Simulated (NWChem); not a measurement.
All runs are NWChem calculations. System: C2H6N, charge 0, spin multiplicity 2, at a geometry optimised with UB3LYP/def2-SVP. The structure started from a generated list of species. Its SCF solution wasn't tested for a lower state. Level: UHF/def2-TZVP.

Job file:

```
start mol
memory heap 200 mb stack 900 mb global 1100 mb
geometry units angstroms nocenter noautoz
  C      0.122922    -1.228866     0.000000
  C     -0.483438     0.170134     0.000000
  N      0.516786     1.201296     0.000000
  H     -0.659517    -2.004541     0.000000
  H      0.756533    -1.374481     0.888984
  H      0.756533    -1.374481    -0.888984
  H     -1.159924     0.297339    -0.876296
  H     -1.159924     0.297339     0.876296
  H      0.011894     2.102151     0.000000
  symmetry group Cs
end
basis spherical
  * library def2-tzvp
end
scf
  uhf
  nopen 1
  maxiter 100
  thresh 1e-7
  semidirect memsize 60000000 filesize 0
  # guess.movecs holds the orbitals of an unrestricted PBE0 run
  vectors input guess.movecs output mol.movecs
end
task scf energy
```

NWChem printed:

```
             Northwest Computational Chemistry Package (NWChem) 7.3.0
             --------------------------------------------------------

                                NWChem Input Module
                                -------------------

 Scaling coordinates for geometry "geometry" by  1.889725989
 (inverse scale =  0.529177249)

 Turning off AUTOSYM since
 SYMMETRY directive was detected!

                             Geometry "geometry" -> ""
                             -------------------------

 Output coordinates in angstroms (scale by  1.889725989 to convert to a.u.)

  No.       Tag          Charge          X              Y              Z
 ---- ---------------- ---------- -------------- -------------- --------------
    1 C                    6.0000     0.12292200    -1.22886600     0.00000000
    2 C                    6.0000    -0.48343800     0.17013400     0.00000000
    3 N                    7.0000     0.51678600     1.20129600     0.00000000
    4 H                    1.0000    -0.65951700    -2.00454100     0.00000000
    5 H                    1.0000     0.75653300    -1.37448100     0.88898400
    6 H                    1.0000     0.75653300    -1.37448100    -0.88898400
    7 H                    1.0000    -1.15992400     0.29733900    -0.87629600
    8 H                    1.0000    -1.15992400     0.29733900     0.87629600
    9 H                    1.0000     0.01189400     2.10215100     0.00000000

 Effective nuclear repulsion energy (a.u.)      75.3356971519

            Nuclear Dipole moment (a.u.)
            ----------------------------
        X                 Y               Z
 ---------------- ---------------- ----------------
     0.0000018897     0.0000113384     0.0000000000

      Symmetry information
      --------------------

 Group name             Cs
 Group number              2
 Group order               2
 No. of unique centers     7

      Symmetry unique atoms

     1    2    3    4    5    7    9


 Summary of "ao basis" -> "" (spherical)
 ------------------------------------------------------------------------------
       Tag                 Description            Shells   Functions and Types
 ---------------- ------------------------------  ------  ---------------------
 *                         def2-tzvp                  on all atoms

 Summary of "ao basis" -> "ao basis" (spherical)
 ------------------------------------------------------------------------------
       Tag                 Description            Shells   Functions and Types
 ---------------- ------------------------------  ------  ---------------------
 C                         def2-tzvp                11       31   5s3p2d1f
 N                         def2-tzvp                11       31   5s3p2d1f
 H                         def2-tzvp                 4        6   3s1p

                                 NWChem SCF Module
                                 -----------------

  ao basis        = "ao basis"
  functions       =   129
  atoms           =     9
  alpha electrons =    13
  beta  electrons =    12
  charge          =   0.00
  wavefunction    = UHF
  use symmetry    = T
  symmetry adapt  = T

 Summary of "ao basis" -> "ao basis" (spherical)
 ------------------------------------------------------------------------------
       Tag                 Description            Shells   Functions and Types
 ---------------- ------------------------------  ------  ---------------------
 C                         def2-tzvp                11       31   5s3p2d1f
 N                         def2-tzvp                11       31   5s3p2d1f
 H                         def2-tzvp                 4        6   3s1p

      Symmetry analysis of basis
      --------------------------

        a'         85
        a"         44

 Forming initial guess at       0.1s

   Symmetry analysis of molecular orbitals - initial alpha
   -------------------------------------------------------

  Numbering of irreducible representations:

     1 a'          2 a"

  Orbital symmetries:

     1 a'          2 a'          3 a'          4 a'          5 a'
     6 a'          7 a'          8 a"          9 a'         10 a'
    11 a"         12 a'         13 a"         14 a'         15 a'
    16 a'         17 a"         18 a'         19 a"         20 a'
    21 a'         22 a'         23 a"

   Symmetry analysis of molecular orbitals - initial beta
   ------------------------------------------------------

  Numbering of irreducible representations:

     1 a'          2 a"

  Orbital symmetries:

     1 a'          2 a'          3 a'          4 a'          5 a'
     6 a'          7 a'          8 a"          9 a'         10 a'
    11 a"         12 a'         13 a"         14 a'         15 a'
    16 a'         17 a"         18 a'         19 a"         20 a'
    21 a'         22 a'         23 a"

 Starting SCF solution at       0.1s

 ----------------------------------------------
         Quadratically convergent UHF

 Convergence threshold     :          1.000E-07
 Maximum no. of iterations :          100
 Integral*density screening:          1.000E-09
 ----------------------------------------------

              iter       energy          gnorm     gmax       time
             ----- ------------------- --------- --------- --------
                 1     -133.6653993865  4.99D-01  7.66D-02      1.8
                 2     -133.6822775800  2.81D-02  9.70D-03      2.4
                 3     -133.6825571450  7.57D-04  2.57D-04      3.3
                 4     -133.6825574259  5.95D-07  1.13D-07      5.0
                 5     -133.6825574259  6.89D-09  1.35D-09      6.1
[...]
 Vector   13  Occ=1.000000D+00  E=-4.368011D-01  Symmetry=a"
              MO Center= -1.1D-01,  6.0D-01, -8.1D-15, r^2= 2.2D+00
   Bfn.  Coefficient  Atom+Function         Bfn.  Coefficient  Atom+Function
  ----- ------------  ---------------      ----- ------------  ---------------
    70      0.341818  3 N  pz                73      0.331012  3 N  pz
    76      0.243854  3 N  pz               113      0.191902  7 H  s
   119     -0.191902  8 H  s                 39     -0.184427  2 C  pz
    42     -0.164331  2 C  pz

 Vector   14  Occ=0.000000D+00  E= 1.344070D-01  Symmetry=a'
              MO Center= -8.0D-01,  7.1D-01,  4.1D-16, r^2= 7.4D+00
   Bfn.  Coefficient  Atom+Function         Bfn.  Coefficient  Atom+Function
  ----- ------------  ---------------      ----- ------------  ---------------
    36      3.067576  2 C  s                  5      2.327243  1 C  s
   114     -1.709560  7 H  s                120     -1.709560  8 H  s
   126     -1.374832  9 H  s                 96     -1.082010  4 H  s
   102     -0.961521  5 H  s                108     -0.961521  6 H  s
    43     -0.790797  2 C  px                67      0.569721  3 N  s

 Vector   15  Occ=0.000000D+00  E= 1.671156D-01  Symmetry=a'
              MO Center= -2.2D-02, -2.7D-01,  3.4D-15, r^2= 9.2D+00
   Bfn.  Coefficient  Atom+Function         Bfn.  Coefficient  Atom+Function
  ----- ------------  ---------------      ----- ------------  ---------------
     5      6.030182  1 C  s                102     -1.861327  5 H  s
   108     -1.861327  6 H  s                 96     -1.718880  4 H  s
    36     -1.696105  2 C  s                126      1.224066  9 H  s
    67     -1.133646  3 N  s                 44      1.108742  2 C  py
     4     -0.487466  1 C  s                 74      0.374921  3 N  px

 Vector   16  Occ=0.000000D+00  E= 1.946013D-01  Symmetry=a'
              MO Center= -5.4D-01,  2.9D-01,  8.3D-16, r^2= 8.7D+00
   Bfn.  Coefficient  Atom+Function         Bfn.  Coefficient  Atom+Function
  ----- ------------  ---------------      ----- ------------  ---------------
    36      7.515229  2 C  s                  5     -5.302123  1 C  s
    67     -2.448458  3 N  s                114     -2.148926  7 H  s
   120     -2.148926  8 H  s                 13     -1.354630  1 C  py
   126      1.285291  9 H  s                102      1.217550  5 H  s
   108      1.217550  6 H  s                 74      0.702567  3 N  px

                     UHF Final Beta Molecular Orbital Analysis
                     -----------------------------------------

 Vector   10  Occ=1.000000D+00  E=-5.144237D-01  Symmetry=a'
              MO Center= -9.0D-02, -5.4D-01, -1.6D-15, r^2= 2.7D+00
   Bfn.  Coefficient  Atom+Function         Bfn.  Coefficient  Atom+Function
  ----- ------------  ---------------      ----- ------------  ---------------
     7      0.228465  1 C  py                95     -0.216962  4 H  s
    38     -0.201593  2 C  py                10      0.199252  1 C  py
    69      0.182206  3 N  py                41     -0.171977  2 C  py
    72      0.157494  3 N  py

 Vector   11  Occ=1.000000D+00  E=-4.930302D-01  Symmetry=a"
              MO Center= -8.5D-02, -6.2D-01, -2.3D-15, r^2= 2.4D+00
   Bfn.  Coefficient  Atom+Function         Bfn.  Coefficient  Atom+Function
  ----- ------------  ---------------      ----- ------------  ---------------
     8      0.232193  1 C  pz                39     -0.205685  2 C  pz
    11      0.198596  1 C  pz                42     -0.185665  2 C  pz
   101      0.177375  5 H  s                107     -0.177375  6 H  s

 Vector   12  Occ=1.000000D+00  E=-4.171577D-01  Symmetry=a'
              MO Center=  4.0D-01,  8.6D-01,  5.7D-15, r^2= 1.8D+00
   Bfn.  Coefficient  Atom+Function         Bfn.  Coefficient  Atom+Function
  ----- ------------  ---------------      ----- ------------  ---------------
    68      0.330213  3 N  px                71      0.295366  3 N  px
    74      0.241495  3 N  px                67      0.198254  3 N  s
    66      0.190908  3 N  s                 37     -0.164356  2 C  px
   125     -0.152646  9 H  s

 Vector   13  Occ=0.000000D+00  E= 1.219194D-01  Symmetry=a"
              MO Center=  2.5D-01,  9.4D-01,  2.5D-14, r^2= 2.6D+00
   Bfn.  Coefficient  Atom+Function         Bfn.  Coefficient  Atom+Function
  ----- ------------  ---------------      ----- ------------  ---------------
   114      0.647006  7 H  s                120     -0.647006  8 H  s
    45      0.604855  2 C  pz                14     -0.568417  1 C  pz
    76      0.517507  3 N  pz               102      0.450041  5 H  s
   108     -0.450041  6 H  s                 70      0.287944  3 N  pz
    73      0.221108  3 N  pz

 Vector   14  Occ=0.000000D+00  E= 1.365716D-01  Symmetry=a'
              MO Center= -8.3D-01,  5.1D-01,  3.8D-15, r^2= 7.6D+00
   Bfn.  Coefficient  Atom+Function         Bfn.  Coefficient  Atom+Function
  ----- ------------  ---------------      ----- ------------  ---------------
    36      3.159046  2 C  s                  5      2.526291  1 C  s
   114     -1.764475  7 H  s                120     -1.764475  8 H  s
   126     -1.291078  9 H  s                 96     -1.161536  4 H  s
   102     -1.036709  5 H  s                108     -1.036709  6 H  s
    43     -0.800170  2 C  px                 4     -0.490851  1 C  s

 Vector   15  Occ=0.000000D+00  E= 1.696026D-01  Symmetry=a'
              MO Center=  5.6D-03, -3.1D-01, -1.1D-15, r^2= 9.2D+00
   Bfn.  Coefficient  Atom+Function         Bfn.  Coefficient  Atom+Function
  ----- ------------  ---------------      ----- ------------  ---------------
     5      6.323269  1 C  s                 36     -2.489045  2 C  s
   102     -1.894590  5 H  s                108     -1.894590  6 H  s
    96     -1.720312  4 H  s                126      1.202814  9 H  s
    44      1.142239  2 C  py                67     -0.984042  3 N  s
     4     -0.477570  1 C  s                 75     -0.344615  3 N  py

 center of mass
 --------------
 x =   0.06197324 y =   0.08769871 z =   0.00000000

 moments of inertia (a.u.)
 ------------------
         193.594489344736         -15.687821693683           0.000000000000
         -15.687821693683          50.434398229383           0.000000000000
           0.000000000000           0.000000000000         221.597175006732

  Mulliken analysis of the total density
  --------------------------------------

    Atom       Charge   Shell Charges
 -----------   ------   -------------------------------------------------------
    1 C    6     6.26   0.85  1.12  0.47  0.67  0.05  1.25  1.40  0.36  0.02  0.06  0.00
    2 C    6     6.08   0.85  1.12  0.47  0.64  0.08  1.22  1.29  0.24  0.03  0.10  0.01
    3 N    7     7.35   0.82  1.16  0.56  0.92  0.27  1.38  1.58  0.60  0.01  0.04  0.00
    4 H    1     0.91   0.26  0.50  0.12  0.02
    5 H    1     0.90   0.26  0.50  0.12  0.02
    6 H    1     0.90   0.26  0.50  0.12  0.02
    7 H    1     0.91   0.26  0.50  0.12  0.02
    8 H    1     0.91   0.26  0.50  0.12  0.02
    9 H    1     0.79   0.26  0.44  0.06  0.03

  Mulliken analysis of the alpha density
  --------------------------------------

    Atom       Charge   Shell Charges
 -----------   ------   -------------------------------------------------------
    1 C    6     3.13   0.43  0.56  0.24  0.34  0.02  0.62  0.70  0.18  0.01  0.03  0.00
    2 C    6     2.97   0.43  0.56  0.23  0.31  0.04  0.59  0.62  0.11  0.02  0.06  0.01
    3 N    7     4.22   0.41  0.58  0.30  0.48  0.14  0.90  1.02  0.38  0.00  0.02  0.00
    4 H    1     0.45   0.13  0.25  0.06  0.01
    5 H    1     0.45   0.13  0.25  0.06  0.01
    6 H    1     0.45   0.13  0.25  0.06  0.01
    7 H    1     0.49   0.14  0.27  0.07  0.01
    8 H    1     0.49   0.14  0.27  0.07  0.01
    9 H    1     0.36   0.12  0.20  0.03  0.02

   Mulliken analysis of the beta density
   -------------------------------------

    Atom       Charge   Shell Charges
 -----------   ------   -------------------------------------------------------
    1 C    6     3.12   0.43  0.56  0.24  0.34  0.02  0.62  0.70  0.18  0.01  0.03  0.00
    2 C    6     3.11   0.43  0.56  0.24  0.33  0.05  0.63  0.68  0.14  0.01  0.05  0.00
    3 N    7     3.13   0.41  0.58  0.27  0.44  0.14  0.49  0.57  0.23  0.00  0.02  0.00
    4 H    1     0.45   0.13  0.25  0.06  0.01
    5 H    1     0.45   0.13  0.25  0.06  0.01
    6 H    1     0.45   0.13  0.25  0.06  0.01
    7 H    1     0.42   0.12  0.23  0.06  0.01
    8 H    1     0.42   0.12  0.23  0.06  0.01
    9 H    1     0.43   0.14  0.24  0.04  0.01

   Mulliken analysis of the spin density
   -------------------------------------

    Atom       Charge   Shell Charges
 -----------   ------   -------------------------------------------------------
    1 C    6     0.01   0.00 -0.00  0.00  0.00  0.00  0.00  0.00  0.00 -0.00 -0.00 -0.00
    2 C    6    -0.15  -0.00  0.00 -0.01 -0.01 -0.01 -0.04 -0.06 -0.03  0.00  0.01  0.00
    3 N    7     1.08   0.00 -0.00  0.03  0.04  0.00  0.41  0.45  0.15 -0.00  0.00 -0.00
    4 H    1    -0.00  -0.00 -0.00 -0.00  0.00
    5 H    1    -0.00  -0.00 -0.00  0.00  0.00
    6 H    1    -0.00  -0.00 -0.00  0.00  0.00
    7 H    1     0.06   0.01  0.04  0.01 -0.00
    8 H    1     0.06   0.01  0.04  0.01 -0.00
    9 H    1    -0.06  -0.01 -0.04 -0.01  0.00

       Multipole analysis of the density wrt the origin
       ------------------------------------------------

     L   x y z        total         alpha         beta         nuclear
     -   - - -        -----         -----         ----         -------
     0   0 0 0     -0.000000    -13.000000    -12.000000     25.000000

     1   1 0 0     -0.735602     -0.745729      0.010125      0.000002
     1   0 1 0      0.041629     -1.071408      1.113025      0.000011
     1   0 0 1     -0.000000     -0.000000     -0.000000      0.000000

     2   2 0 0    -16.559393    -22.755576    -21.061904     27.258087
     2   1 1 0     -1.648253     -4.600159     -2.488386      5.440293
     2   1 0 1     -0.000000     -0.000000     -0.000000      0.000000
     2   0 2 0    -13.844078    -66.136293    -61.012543    113.304758
     2   0 1 1      0.000000      0.000000     -0.000000      0.000000
     2   0 0 2    -14.877798    -13.897045    -12.109527     11.128774

 Task  times  cpu:        6.1s     wall:        6.1s

 Total times  cpu:        6.1s     wall:        6.1s
```
